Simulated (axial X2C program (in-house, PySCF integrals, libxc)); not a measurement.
# GaTa: from Re and ωe to a spectrum

A bond curve at the PBE0 level, with spin–orbit coupling, was computed with an in-house relativistic program for diatomic molecules (basis Ta dyall-cv3z [13s14p9d7f4g], Ga dyall-cv3z [9s9p7d4f1g] (cores contracted in-house)) for the state Ω = 4 (⟨Sz⟩ = 1.97, ⟨Lz⟩ = 2.03 at PBE0). Its fit gives Re = 2.6076 Å, ωe = 194.5 cm⁻¹, ωexe = 0.514 cm⁻¹ and αe = 1.759e-04 cm⁻¹; the masses are 180.9480 and 68.9256 u. Two-component means X2C with spin–orbit coupling and atomic mean-field Coulomb and Gaunt terms.

**Question.** Find the reduced mass, Be and the force constant.

**Answer.** From the PBE0 values: μ = 49.9130 u. Be = 16.8576/(μ Re²) = 0.04967 cm⁻¹. k = 5.8918×10⁻⁷ μ ωe² = 1.11 mdyn/Å.

**Question.** Estimate the centrifugal constant by the Kratzer relation.

**Answer.** D = 4Be³/ωe² = 1.30e-08 cm⁻¹.

**Question.** Where do the fundamental and the first overtone lie?

**Answer.** ν(1←0) = ωe − 2ωexe = 193.5 cm⁻¹; ν(2←0) = 2ωe − 6ωexe = 385.9 cm⁻¹.

**Question.** The dipole moment p changes by 1.26 D/Å at Re. What harmonic infrared intensity follows?

**Answer.** I = 42.256 × (dp/dR)²/μ = 1.3 km/mol.

**Question.** A Morse curve ties αe to the other constants (Pekeris). How well does that hold?

**Answer.** αe(Morse) = 6Be²/ωe × (√(ωexe/Be) − 1) = 1.687e-04 cm⁻¹; the PBE0 curve gives 1.759e-04 cm⁻¹, a ratio of 0.96.

Occupations by symmetry block were frozen at the best pattern of an incomplete PBE0 search. Density functionals use the spin component along the axis (collinear). PBE0 can misorder states that lie within some tenths of an eV, so this need not be the ground state of the molecule. The nearest other spin-free determinant of the search, M_S = 3, Λ = 0, lies 0.25 eV up at the distance of the search. The functionals have no current-density term, which raises determinants with orbital currents, atoms included. With several unpaired electrons one determinant need not be a pure state. A state of lower Ω lies just above, and one determinant can place such states too high, so the state shown need not be the lowest. The search has Ω = 3 only 0.04 eV up. Open-shell Ω = 0 determinants with evenly filled partner blocks cannot be reached by this program, so the Ω shown need not be the lowest component.
